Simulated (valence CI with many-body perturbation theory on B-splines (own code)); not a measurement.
# Cd²⁵⁺: calculated level list

Calculated by relativistic CI+MBPT: five valence electrons over a frozen Dirac-Fock core [Ar], radial functions for each j: 7 s, 7 p, 8 d, 6 f, 4 g, 1 h, with the one-electron correlation potential Σ1, the two-electron term Σ2, the three-electron term Σ3, Breit, model QED; selected CI, second order for the rest, scaled by the run's own slope (own B-spline code, finite nucleus).

No measured spectrum was set against this ion. As an estimate, terms of the open shell hold to 2 to 4 % of their energy, and close levels can change places. Among the levels kept, up to 580 cm⁻¹ of a level comes from second order outside the variational space, and about a tenth of that is noise between levels of different J, which matters for small intervals. Only levels of the ground parity were solved; by the run's estimate the other parity begins above the list, which can be wrong where configurations are misplaced.

Levels 1 to 32 of 32, with energies above the lowest level, 3d⁵ ⁶S_5/2. "Leading %" is the weight of the configuration and term that name the level; weights of strongly mixed levels are sums over their largest components and can fall short, so below about 35 % the name and the second component can differ from the true leading terms, or belong to a minority configuration. In the jj column 3d3/2^4 stands for four electrons in 3d with j = 3/2.

| No. | Configuration | Term | J | E (eV) | Leading % | g | Leading jj |
| --- | --- | --- | --- | --- | --- | --- | --- |
| 1 | 3d⁵ | ⁶S | 5/2 | 0.000 | 80 | 1.905 | 3d3/2^3 3d5/2^2 (41 %) |
| 2 | 3d⁵ | ⁴G | 5/2 | 10.600 | 26 | 1.064 | 3d3/2^4 3d5/2 (65 %) |
| 3 | 3d⁵ | ⁴G | 7/2 | 14.609 | 61 | 1.092 | 3d3/2^3 3d5/2^2 (88 %) |
| 4 | 3d⁵ | ⁴P | 3/2 | 15.098 | 46 | 1.373 | 3d3/2^3 3d5/2^2 (87 %) |
| 5 | 3d⁵ | ⁴G | 11/2 | 15.190 | 73 | 1.209 | 3d3/2^3 3d5/2^2 (75 %) |
| 6 | 3d⁵ | ⁴G | 5/2 | 15.979 | 42 | 1.066 | 3d3/2^3 3d5/2^2 (52 %) |
| 7 | 3d⁵ | ⁴G | 9/2 | 16.223 | 80 | 1.164 | 3d3/2^3 3d5/2^2 (56 %) |
| 8 | 3d⁵ | ⁴P | 1/2 | 17.357 | 66 | 1.907 | 3d3/2^3 3d5/2^2 (58 %) |
| 9 | 3d⁵ | ⁴D | 7/2 | 19.952 | 62 | 1.283 | 3d3/2^2 3d5/2^3 (73 %) |
| 10 | 3d⁵ | ⁴D | 5/2 | 20.880 | 32 | 1.259 | 3d3/2^3 3d5/2^2 (52 %) |
| 11 | 3d⁵ | ²I | 11/2 | 22.654 | 69 | 1.006 | 3d3/2^2 3d5/2^3 (79 %) |
| 12 | 3d⁵ | ⁴D | 1/2 | 23.045 | 73 | 0.689 | 3d3/2^2 3d5/2^3 (86 %) |
| 13 | 3d⁵ | ²F | 7/2 | 23.415 | 42 | 1.125 | 3d3/2^3 3d5/2^2 (65 %) |
| 14 | 3d⁵ | ⁴D | 3/2 | 23.505 | 46 | 1.259 | 3d3/2^2 3d5/2^3 (62 %) |
| 15 | 3d⁵ | ²G | 9/2 | 24.717 | 48 | 1.155 | 3d3/2^2 3d5/2^3 (58 %) |
| 16 | 3d⁵ | ⁴F | 3/2 | 24.803 | 49 | 0.773 | 3d3/2^2 3d5/2^3 (71 %) |
| 17 | 3d⁵ | ²I | 13/2 | 24.826 | 100 | 1.073 | 3d3/2^2 3d5/2^3 (100 %) |
| 18 | 3d⁵ | ²F | 5/2 | 26.262 | 31 | 1.041 | 3d3/2^2 3d5/2^3 (58 %) |
| 19 | 3d⁵ | ²H | 9/2 | 29.104 | 54 | 1.097 | 3d3/2^2 3d5/2^3 (99 %) |
| 20 | 3d⁵ | ⁴F | 5/2 | 29.314 | 33 | 1.099 | 3d3/2^2 3d5/2^3 (53 %) |
| 21 | 3d⁵ | ²G | 7/2 | 30.321 | 58 | 1.006 | 3d3/2^2 3d5/2^3 (90 %) |
| 22 | 3d⁵ | ²D | 3/2 | 31.971 | 54 | 0.693 | 3d3/2 3d5/2^4 (51 %) |
| 23 | 3d⁵ | ²F | 5/2 | 31.995 | 48 | 1.027 | 3d3/2^2 3d5/2^3 (63 %) |
| 24 | 3d⁵ | ²F | 7/2 | 32.602 | 62 | 1.093 | 3d3/2 3d5/2^4 (58 %) |
| 25 | 3d⁵ | ⁴F | 7/2 | 34.734 | 46 | 1.166 | 3d3/2 3d5/2^4 (61 %) |
| 26 | 3d⁵ | ²S | 1/2 | 34.868 | 81 | 1.939 | 3d3/2^2 3d5/2^3 (36 %) |
| 27 | 3d⁵ | ²H | 11/2 | 35.062 | 68 | 1.061 | 3d3/2 3d5/2^4 (94 %) |
| 28 | 3d⁵ | ²G | 9/2 | 35.494 | 49 | 1.095 | 3d3/2 3d5/2^4 (61 %) |
| 29 | 3d⁵ | ²D | 5/2 | 38.994 | 55 | 1.082 | 3d3/2 3d5/2^4 (54 %) |
| 30 | 3d⁵ | ²D | 3/2 | 39.008 | 85 | 0.826 | 3d3/2 3d5/2^4 (49 %) |
| 31 | 3d⁵ | ²D | 5/2 | 42.663 | 61 | 1.118 | 3d5/2^5 (36 %) |
| 32 | 3d⁵ | ²G | 9/2 | 43.345 | 97 | 1.108 | 3d3/2^2 3d5/2^3 (65 %) |

Names give the largest LS component (configuration and term), which can be under half, so a name can repeat, a term be missing and a line seem to break the LS rules; names also repeat where a configuration has a term twice.

The ionisation energy to 3d⁴ ⁵D0 of the next ion comes out as 1319.9 eV (NIST: 1320 ± 4 eV (theoretical)). All 32 levels together are meant to be complete up to 44.389 eV.
